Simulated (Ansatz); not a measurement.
silylphosphine (H$_{5}$PSi), singlet, at a GFN2-xTB geometry; CCSD/def2-SVP (Ansatz, a program for electronic structure).

Here is a job for Ansatz.
Ansatz 0.2 input:
```yaml
crystal:
  periodic: [false, false, false]
  atoms:
    - {symbol: Si, position_ang: [-1.05846784, 0.09179922, 0.22155758]}
    - {symbol: P, position_ang: [1.09953350, -0.07240592, -0.33991659]}
    - {symbol: H, position_ang: [-1.78374110, -0.88506019, -0.58934952]}
    - {symbol: H, position_ang: [-1.47836332, 1.45493704, -0.09998404]}
    - {symbol: H, position_ang: [-1.30634760, -0.17269873, 1.64099048]}
    - {symbol: H, position_ang: [1.32050240, -1.26744102, 0.31993206]}
    - {symbol: H, position_ang: [1.57349692, 0.67116259, 0.72535376]}
basis:
  gaussian:
    orbitals: def2-SVP
magnetization: {spin_polarized: false}
correlation: {method: ccsd, diis_vectors: 2}
```

It wrote (shortened):

```
Functional definition: HF
583 factors; integrals over basis functions are off by at most 1.2e-3 eV
mean field evaluation 1: about -17206.8500 eV, gradient 1.3e1 eV
mean field evaluation 2: about -17206.8511 eV, gradient 1.3e1 eV
mean field evaluation 4: about -17207.7477 eV, gradient 8.9e-1 eV
mean field evaluation 8: about -17207.7532 eV, gradient 1.1e-5 eV
mean field evaluation 16: about -17207.7528 eV, gradient 2.1e-1 eV
mean field -17207.75321823 eV, -632.3732669359 hartree, gradient 1.8e-6 eV, S^2 0.000000; 0 other end points of the search recorded, 0 dependent functions left out
10 core orbitals not correlated
reference -17207.75321823 eV, -632.3732669359 hartree; 7, 7 occupied and 44, 44 virtual orbitals, 583 factors
second order -6.26697012 eV of doubles, -0.00000000 eV of singles
cycle   1  -7.19545649 eV  change   -9.3e-1 eV  update   6.9e-2
cycle   2  -7.51252442 eV  change   -3.2e-1 eV  update   2.3e-2
cycle   3  -7.52653200 eV  change   -1.4e-2 eV  update   5.4e-3
cycle   4  -7.52577839 eV  change    7.5e-4 eV  update   1.8e-3
cycle   5  -7.52522106 eV  change    5.6e-4 eV  update   7.1e-4
cycle   6  -7.52456630 eV  change    6.5e-4 eV  update   2.4e-4
cycle   7  -7.52417611 eV  change    3.9e-4 eV  update   1.1e-4
cycle   8  -7.52409621 eV  change    8.0e-5 eV  update   3.7e-5
cycle   9  -7.52407082 eV  change    2.5e-5 eV  update   1.6e-5
cycle  10  -7.52406317 eV  change    7.7e-6 eV  update   7.3e-6
Total energy: -17215.27728140 eV, -632.6497711573 hartree
```
